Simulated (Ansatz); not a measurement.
Geometry optimisation, Ansatz, RKS revPBE-D4/def2-SVP.

input.yaml

```yaml
crystal:
  periodic: [false, false, false]
  atoms:
    - { symbol: "N", position_ang: [-0.1618, 0.1847, -1.39] }
    - { symbol: Ge, position_ang: [0.0504, 0.1059, 0.439] }
    - { symbol: O, position_ang: [0.7069, -1.4928, 0.8269] }
    - { symbol: O, position_ang: [-1.4364, 0.3266, 1.2784] }
    - { symbol: F, position_ang: [1.1678, 1.3595, 0.9378] }
    - { symbol: H, position_ang: [-0.5642, 1.2096, -1.593] }
    - { symbol: H, position_ang: [0.7595, 0.1643, -1.8417] }
    - { symbol: H, position_ang: [1.6422, -1.5062, 0.3512] }
    - { symbol: H, position_ang: [-1.24772, 0.25124, 2.271] }
basis:
  gaussian: { orbitals: def2-SVP }
hamiltonian:
  xc: revpbe
  dispersion: d4
relax:
  f_tol: 0.015
  max_steps: 40
```

Command:

```bash
$ ansatz run input.yaml --threads 2 --pin off --max-ram 3072MiB --backend cpu --events-out ev --progress --plain --runs-dir out
```

Task: Where does it end, and by what steps?

Result: It converged. The force dipped under the threshold on the way, but the program's further checks kept it going. After 21 steps the energy has fallen by 0.474 eV; H8 moved furthest, 0.79 Å.

| step | energy less start (eV) | largest force component (eV/Å) | accepted |
| --- | --- | --- | --- |
| 0 | 0.0000 | 2.838 | yes |
| 1 | -0.3490 | 1.094 | yes |
| 2 | -0.4066 | 0.296 | yes |
| 3 | -0.4164 | 0.142 | yes |
| 4 | -0.4206 | 0.545 | yes |
| 5 | -0.4228 | 0.706 | yes |
| 6 | -0.4230 | 0.728 | yes |
| 7 | -0.3967 | 1.991 | no |
| 8 | -0.4388 | 0.097 | yes |
| 9 | -0.4489 | 0.252 | yes |
| 10 | -0.4643 | 0.120 | yes |
| 11 | -0.4711 | 0.041 | yes |
| 12 | -0.4672 | 0.481 | no |
| 13 | -0.4716 | 0.039 | yes |
| 14 | -0.4730 | 0.007 | yes |
| 15 | -0.4711 | 0.301 | no |
| 16 | -0.4733 | 0.047 | yes |
| 17 | -0.4729 | 0.147 | no |
| 18 | -0.4735 | 0.021 | yes |
| 19 | -0.4735 | 0.082 | yes |
| 20 | -0.4736 | 0.019 | yes |
| 21 | -0.4736 | 0.001 | yes |

```xyz
9
Properties=species:S:1:pos:R:3
N -0.262 0.343 -1.421
Ge 0.145 0.040 0.318
O 0.967 -1.542 0.388
O -1.378 0.195 1.234
F 1.266 1.154 1.130
H -0.765 1.219 -1.591
H 0.532 0.260 -2.062
H 1.593 -1.550 1.137
H -1.182 0.483 2.146
```

Whether the end is a true minimum wasn't checked by a vibrational analysis.

Time of the run: 53 s on 2 threads of Arm Neoverse V1 (shared host), peak memory 0.15 GiB.
